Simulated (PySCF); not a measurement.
Match the calculated data to a structure.

All candidates are C2H12OSSi4.

| technique | computed result |
| --- | --- |
| Dipole | 3.94 D [PBE0/pcSseg-1] |
| NMR, other nuclei | isotropic shieldings of nuclei other than C and H, by class: -531 (1 O), 411 (1 Si), 419 (1 Si), 420 (1 Si), 500 (1 Si), 732 (1 S) ppm [GIAO PBE0/pcSseg-1] |
| 1H NMR | chemical shifts (computed TMS as zero) by class: 12.22 (1 H), 5.73 (1 H), 5.53 (1 H), 4.41 (1 H), 4.40 (1 H), 4.19 (1 H), 4.16 (1 H), 3.09 (1 H), 0.20 (1 H), 0.10 (3 H) ppm [GIAO PBE0/pcSseg-1] |
| 13C NMR | chemical shifts (computed TMS as zero) by class: 254.7 (1 C), -8.3 (1 C) ppm [GIAO PBE0/pcSseg-1] |
| Rotational structure | rotational constants A, B, C: 0.819, 0.653, 0.447 GHz [GFN2-xTB] |

Electronic properties: PySCF, gas phase, density fitting. Levels stand in brackets. One conformer (not necessarily the lowest) at the GFN2-xTB geometry, without solvent, vibrations or thermal averaging. Each NMR value is the plain mean over a class of atoms that symmetry, rotation or inversion makes alike.

Question: Which candidate is it?
A. `CS[SiH2][Si@@H](C=O)[SiH2][SiH3]`
B. `C[SiH2][Si@H]([SiH2]S)[SiH2]C=O`
C. `CO[SiH2][Si@@]1([SiH3])[SiH2]CS1`

Answer: B. It is `C[SiH2][Si@H]([SiH2]S)[SiH2]C=O`. Numbering: `[CH3:1][SiH2:2][Si@H:3]([SiH2:4][SH:5])[SiH2:6][CH:7]=[O:8]`. Its formula, C2H12OSSi4, gives 1 degree of unsaturation: 0 rings and 1 π bond in the structure found. 2 carbons fall into 2 classes; from least to most shielded: carbonyl carbon [C7] (254.7 ppm), Si-methyl carbon [C1] (-8.3 ppm). Hydrogen classes from least to most shielded: 1 H on a carbonyl carbon, C7 (12.22 ppm), 1 H on an SiH2 silicon, Si4 (5.73 ppm), 1 H on an SiH2 silicon, Si4 (5.53 ppm), 1 H on an SiH2 silicon, Si6 (4.41 ppm), 1 H on an SiH2 silicon, Si2 (4.40 ppm), 1 H on an SiH2 silicon, Si6 (4.19 ppm), 1 H on an SiH2 silicon, Si2 (4.16 ppm), 1 H on an SiH silicon, Si3 (3.09 ppm), 1 H on a sulfur bonded to Si and H, S5 (0.20 ppm), 3 H on an Si-methyl carbon, C1 (0.10 ppm, a mean of values up to 0.6 ppm apart in this geometry). The other shieldings belong to: -531 ppm, carbonyl oxygen [O8]; 411 ppm, SiH2 silicon [Si4]; 419 ppm, SiH2 silicon [Si6]; 420 ppm, SiH2 silicon [Si2]; 500 ppm, SiH silicon [Si3]; 732 ppm, sulfur bonded to Si and H [S5]. The optimised geometry has point group C1 and is an asymmetric top.

The others, at the same levels:
- `CO[SiH2][Si@@]1([SiH3])[SiH2]CS1` fails: its computed 13C shifts are 56.1 (1 C), 15.6 (1 C) ppm, 1H shifts are 5.46 (1 H), 5.31 (1 H), 5.21 (1 H), 5.07 (1 H), 3.84 (3 H), 3.58 (3 H), 2.84 (1 H), 2.42 (1 H) ppm and rotational constant A is 1.131 GHz (against 0.819 GHz).
- `CS[SiH2][Si@@H](C=O)[SiH2][SiH3]` fails: its computed 13C shifts are 256.0 (1 C), 19.2 (1 C) ppm, 1H shifts are 12.85 (1 H), 4.74 (1 H), 4.68 (1 H), 4.53 (1 H), 3.71 (3 H), 3.55 (1 H), 3.52 (1 H), 2.08 (3 H) ppm and rotational constant A is 1.027 GHz (against 0.819 GHz).

Each candidate is one conformer, not necessarily the lowest. The conformers computed, where there is a choice (atom-mapped SMILES and torsion angles):
- `[CH3:1][O:2][SiH2:3][Si@@:4]1([SiH3:5])[SiH2:6][CH2:7][S:8]1`: C1–O2–Si3–Si4 180°, O2–Si3–Si4–Si5 -46°
- `[CH3:1][S:2][SiH2:3][Si@@H:4]([CH:5]=[O:6])[SiH2:7][SiH3:8]`: C1–S2–Si3–Si4 174°, S2–Si3–Si4–C5 -169°, Si3–Si4–C5–O6 67°, Si3–Si4–Si7–Si8 -53°

The conformers of `C[SiH2][Si@H]([SiH2]S)[SiH2]C=O` aren't listed.
